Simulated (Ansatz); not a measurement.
Two structures of Si₂NH₉O₃F₂, closed shell, reached by relaxing down either side of one saddle point (PBE0-D4/def2-TZVP). Energies are electronic, without zero-point energy. Ansatz 0.2.0; basis: def2-TZVPP and def2-QZVPP; cores frozen in the correlated methods. Extrapolation: Hartree–Fock as exp(−7.88 √X), correlation as X^−2.97. First:

| atom | x (Å) | y (Å) | z (Å) |
| --- | --- | --- | --- |
| Si1 | -0.1944 | 0.6505 | 0.9251 |
| O2 | -0.2188 | 0.2152 | -0.7384 |
| Si3 | -1.0356 | 0.8712 | -2.0010 |
| F4 | -0.4745 | 2.2054 | 0.6116 |
| F5 | 0.1593 | 0.9850 | 2.5207 |
| O6 | -1.3747 | -0.4362 | 1.3013 |
| H7 | 1.5621 | -0.9713 | 0.5714 |
| N8 | 1.6155 | 0.0258 | 0.8527 |
| H9 | 0.2004 | -1.6494 | -0.7149 |
| O10 | 0.7730 | -2.3444 | -0.3426 |
| H11 | -1.1077 | -0.1686 | -3.0623 |
| H12 | -0.3117 | 2.0502 | -2.5468 |
| H13 | -2.4133 | 1.2774 | -1.6240 |
| H14 | -1.5781 | -0.4287 | 2.2395 |
| H15 | 2.0893 | 0.1311 | 1.7426 |
| H16 | 2.1325 | 0.5092 | 0.1249 |
| H17 | 0.1765 | -2.9221 | 0.1400 |

Second:

```tsv
atom	x (Å)	y (Å)	z (Å)
Si1	0.0105	0.6797	1.1276
O2	0.0027	0.1287	-0.9004
Si3	-1.0436	0.7702	-2.0389
F4	-0.4349	2.0896	0.5120
F5	0.0267	1.1058	2.6973
O6	-1.1815	-0.4598	1.2081
H7	1.2523	-1.7736	0.3751
N8	1.6489	0.1553	1.0192
H9	0.1830	-0.8519	-0.8981
O10	0.7399	-2.2877	-0.2793
H11	-1.0947	-0.2017	-3.1601
H12	-0.4853	2.0590	-2.5004
H13	-2.3949	0.9546	-1.4655
H14	-1.5727	-0.4864	2.0846
H15	2.2125	0.3606	1.8307
H16	2.1556	0.3562	0.1712
H17	-0.0246	-2.5986	0.2169
```

(1) Which bonds change from the first to the second?

(2) Give the saddle point's structure and its height above each. (An estimate is asked for; the value comes from the calculation.)

T1 diagnostic: at most 0.012.

## Answers

(1) Si₂H₄O₂F₂ ([OH][Si]([F])([F])[O][SiH3]) + H₂O + NH₃ → SiNH₃OF₂ ([NH2][Si]([OH])([F])[F]) + SiH₄O ([OH][SiH3]) + H₂O (still joined by a long Si–O bond); bonds formed: O2–H9, H7–O10; dative contacts that become bonds: Si1–N8; bonds broken: H7–N8, H9–O10; bonds weakened to dative contacts: Si1–O2.

(2) The calculation gives: 76.3 kJ/mol above the first and 42.7 kJ/mol above the second (CCSD(T) at an estimated basis limit (MP2 extrapolated from triple and quadruple zeta, plus CCSD(T) − MP2 in triple zeta)).
Si1  (-0.087, 0.638, 0.993)
O2  (-0.191, 0.072, -0.771)
Si3  (-1.063, 0.761, -2.002)
F4  (-0.366, 2.129, 0.454)
F5  (0.093, 1.125, 2.561)
O6  (-1.306, -0.430, 1.319)
H7  (1.321, -1.322, 0.355)
N8  (1.575, -0.061, 0.950)
H9  (0.222, -1.095, -0.751)
O10  (0.850, -2.020, -0.393)
H11  (-1.180, -0.279, -3.058)
H12  (-0.346, 1.936, -2.551)
H13  (-2.413, 1.158, -1.538)
H14  (-1.566, -0.383, 2.242)
H15  (2.032, -0.006, 1.851)
H16  (2.173, 0.389, 0.264)
H17  (0.252, -2.612, 0.075)
(Å)

Labels in which every atom is bracketed show which atoms are joined, not bond orders.

For scale, one of the runs: CCSD(T)/def2-TZVPP, 396 basis functions, launched by `ansatz run in.yaml --threads 2 --pin off --events-out ev --progress --plain --max-ram 31744MiB --backend cuda --devices 0, --max-vram 18GiB`. Time: 18 s of wall clock on 2 CPU threads of an AMD EPYC 7R13 and a share of one NVIDIA H100; the host was shared. Peak host memory: 1.7 GiB.
